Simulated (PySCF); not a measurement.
Orbital picture of SnF

r²SCAN at R = 1.975 Å; Sn cc-pVDZ-PP with ECP28, F cc-pVDZ; scalar-relativistic core potentials (PySCF 2.14). State: ²Π (doublet), unpaired electrons π ↑. Only the outer orbitals are listed, counted within each symmetry, core potentials removing the inner ones.

| spin | orbital | occ. | ε (eV) | on Sn (%) | main shells (%) |
| --- | --- | --- | --- | --- | --- |
| α | 6σ | 1 | -11.94 | 69 | 68 Sn s, 28 F p |
| α | 3π | 1 | -8.65 | 8 | 92 F p |
| α | 3π | 1 | -8.65 | 9 | 90 F p |
| α | 7σ | 1 | -8.38 | 44 | 56 F p, 27 Sn s, 15 Sn p |
| α | 4π | 1 | -4.05 | 93 | 92 Sn p |
| α | 4π | 0 | -3.54 | 94 | 93 Sn p |
| α | 8σ | 0 | -0.95 | 93 | 83 Sn p |
| α | 9σ | 0 | 4.66 | 100 | 96 Sn s |
| β | 6σ | 1 | -11.44 | 61 | 60 Sn s, 37 F p |
| β | 3π | 1 | -8.62 | 8 | 92 F p |
| β | 3π | 1 | -8.36 | 6 | 94 F p |
| β | 7σ | 1 | -8.09 | 51 | 48 F p, 35 Sn s, 15 Sn p |
| β | 4π | 0 | -3.19 | 95 | 94 Sn p |
| β | 4π | 0 | -2.13 | 96 | 95 Sn p |
| β | 8σ | 0 | -0.45 | 93 | 82 Sn p |

**Question.** Which are the highest filled and the lowest empty level, where do they sit, and how wide is the gap?

**Answer.** Highest filled α 4π at -4.05 eV (in %: 92 Sn p); lowest empty α 4π at -3.54 eV (in %: 93 Sn p); the gap at r²SCAN is 0.51 eV. Both belong to one degenerate shell, split only by its one-sided filling, so this is no excitation gap.

The bond order (Mayer) is 0.98, the ⟨S²⟩ is 0.755 and the charge on Sn (Mulliken, basis-dependent) is 0.43. The charge on Sn (Löwdin, basis-dependent) is 0.42 and the dipole moment (positive dipole means Sn(−)F(+)) is -2.55 D.

Spin–orbit coupling is left out. The state is the lowest determinant that a PBE0 search found; another state may lie lower at other levels.
